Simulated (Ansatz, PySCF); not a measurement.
The pair A = H2O (SMILES O) (first 3 atoms), B = H2S (SMILES S); geometry from B3LYP-D3(BJ)/def2-TZVP.
(charge 0, multiplicity 1):
```xyz
6

O      0.06629     0.37067    -0.00445
H      0.92963     0.60300    -0.36284
H     -0.20268    -0.42895    -0.46928
S      0.01293     0.05389     3.47088
H     -0.01120     0.22814     2.13372
H     -0.89804     1.01665     3.68250
```

Rows in 6-31G* carry no dispersion term and start afresh at each structure (6-31G* with six Cartesian d functions). MP2/6-31G* freezes PySCF's default core.

Run with Ansatz (Gaussian orbitals); PySCF for 6-31G* rows. Each number belongs to the level named beside it.

Total energies (hartree), monomers frozen at their geometry in the pair:

| structure | HF/aug-cc-pV(T+d)Z | B3LYP/def2-TZVPPD | MP2/6-31G* |
|---|---|---|---|
| AB | -474.7775387 | -475.9005258 | -474.9915391 |
| A in the pair's basis | -76.0602425 | -76.4694560 | -76.1985987 |
| B in the pair's basis | -398.7157702 | -399.4280205 | -398.7887698 |
| A | -76.0601786 | -76.4694338 | -76.1967270 |
| B | -398.7157491 | -399.4279773 | -398.7883632 |

**Question.** Work out the interaction energy without and with the counterpoise correction, and the superposition error, for each level.

**Answer.** 
E(AB) − E(A) − E(B), times 627.509 kcal/mol, with the monomers in their own basis and then in the pair's basis:
- HF/aug-cc-pV(T+d)Z: -1.01 uncorrected, -0.96 corrected; the monomers gain 0.05 kcal/mol from borrowed functions
- B3LYP/def2-TZVPPD: -1.95 uncorrected, -1.91 corrected; the monomers gain 0.04 kcal/mol from borrowed functions
- MP2/6-31G*: -4.05 uncorrected, -2.62 corrected; the monomers gain 1.43 kcal/mol from borrowed functions

Ansatz is a quantum-chemistry and plane-wave program.
